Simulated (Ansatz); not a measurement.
`[SiH3][N]([SiH3])[Zn][Cl]` + NH₃ → `[NH2][Zn][N]([SiH3])[SiH3]` + HCl  (ligand exchange at a Zn–Cl bond)

Calculated with Ansatz (gas phase, PBE0-D4/def2-TZVP geometries, no zero-point term in ΔE). CCSD(T)/CBS adds triple-zeta CCSD(T) − MP2 to the extrapolated MP2 energy (def2 sets, frozen cores). This one scheme is used for every species. Functionals use def2-TZVPP. B3LYP here is the variant with VWN-RPA as its local correlation; programs differ in this. HSE06 is defined as in plane-wave codes. For Zn outer-core shells are correlated without core-valence functions, which leaves a few kJ/mol of doubt a bond. Scalar relativity is left out up to krypton. Each species was taken in one conformer, which may not be the lowest.

`[SiH3][N]([SiH3])[Zn][Cl]`:

```xyz
11

Si   -1.269   -1.037   -0.111
N     0.171   -0.094    0.007
Si    0.192    1.631    0.051
Zn    1.766   -0.973    0.100
Cl    3.590   -1.978    0.205
H    -0.883   -2.476   -0.156
H    -2.040   -0.712   -1.344
H    -2.170   -0.826    1.056
H     1.612    2.080    0.121
H    -0.435    2.220   -1.165
H    -0.532    2.166    1.237
```

NH₃:

```xyz
4

N     0.164    0.205    0.104
H     0.478   -0.713    0.395
H    -0.797    0.300    0.410
H     0.155    0.208   -0.909
```

`[NH2][Zn][N]([SiH3])[SiH3]`:

```xyz
13

N    -3.162   -0.385   -0.296
Zn   -1.369   -0.191   -0.165
N     0.425    0.077    0.080
Si    0.946    0.985    1.448
Si    1.511   -0.595   -1.075
H    -3.529   -1.322   -0.204
H    -3.614    0.053   -1.087
H     1.832    0.189    2.344
H    -0.252    1.408    2.228
H     1.703    2.207    1.052
H     2.453   -1.572   -0.459
H     2.335    0.451   -1.746
H     0.719   -1.306   -2.120
```

HCl:

Cartesian coordinates in Å:
```
Cl -0.500 -0.398 0.024
H 0.500 0.398 -0.024
```

```
          level  ΔE (kcal/mol)  difference from CCSD(T)/CBS
         PBE-D4           25.9                         -2.5
       HSE06-D4           28.3                         -0.1
       PBE-QIDH           28.6                          0.2
            PBE           26.0                         -2.4
          B3LYP           27.7                         -0.7
  CCSD/def2-SVP           28.8                          0.4
  HF/def2-TZVPP           34.7                          6.3
CCSD/def2-TZVPP           27.6                         -0.8
  HF/def2-QZVPP           35.0                          6.6
 CCSD/CBS(def2)           29.2                          0.8
    CCSD(T)/CBS           28.4                            0
```

Largest T1 diagnostic among the species: 0.015.

From r2SCAN to r2SCAN0 (25 % exact exchange), in def2-TZVPP and without D4, ΔE moves by +1.7 kcal/mol. Leaving LDA and LC-ωPBE aside and taking each functional with its dispersion term where it has one, the values, not all of them listed here, spread over 4.7 kcal/mol, from BLYP-D4 to BHLYP-D4. LDA lies −2.2 kcal/mol from PBE without D4.

CCSD(T)/CBS has its own doubt, a few kJ/mol and more with outer-core shells, so smaller differences from it don't rank the levels.
